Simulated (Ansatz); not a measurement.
The cluster Al₂Cu₆⁺. The state is a doublet with charge 1. Geometry r2SCAN-D4/def2-SVP, that of the neutral singlet; atoms count from 1.

```xyz
8

Al    1.3855   -0.1215    0.5217
Al   -0.2437    0.3805   -2.0153
Cu    0.4765   -2.1347    1.3565
Cu   -0.3502    1.5568    0.2787
Cu   -0.5866    2.6557   -1.7652
Cu    0.4898   -1.7043   -1.0391
Cu   -0.0721    0.0428    2.3419
Cu   -1.0993   -0.6752    0.3208
```

The structure comes from a short search, and lower isomers may exist.

(1) Estimate the Mulliken populations from the PBE0/def2-SVP orbitals of Ansatz.

(2) Where does the spin sit?

(3) And the Mayer bond orders between heavy atoms (over 0.3)?

Answers

(1) 
```
atom  charge (e)  spin (α − β)  d electrons
 Al1        0.13          0.09            –
 Al2        0.31          0.46            –
 Cu3        0.09          0.05         9.75
 Cu4        0.06          0.06         9.73
 Cu5        0.14          0.08         9.78
 Cu6        0.11          0.05         9.74
 Cu7        0.16          0.18         9.77
 Cu8        0.00          0.03         9.72
```
Mulliken values depend strongly on the basis.

(2) Summed by element: Al 0.55, Cu 0.45, of 1 unpaired in all. Largest on single atoms: Al2 0.46, Cu7 0.18, Al1 0.09.

(3) Al1–Cu3 0.56 (2.36 Å); Al1–Cu4 0.48 (2.43 Å); Al1–Cu6 0.52 (2.40 Å); Al1–Cu7 0.55 (2.34 Å); Al1–Cu8 0.38 (2.55 Å); Al2–Cu4 0.33 (2.58 Å); Al2–Cu5 0.87 (2.31 Å); Al2–Cu6 0.55 (2.42 Å); Cu3–Cu6 0.42 (2.43 Å); Cu3–Cu7 0.39 (2.45 Å); Cu3–Cu8 0.38 (2.38 Å); Cu4–Cu5 0.51 (2.33 Å); Cu4–Cu7 0.33 (2.57 Å); Cu4–Cu8 0.42 (2.35 Å); Cu6–Cu8 0.43 (2.33 Å); Cu7–Cu8 0.42 (2.38 Å).
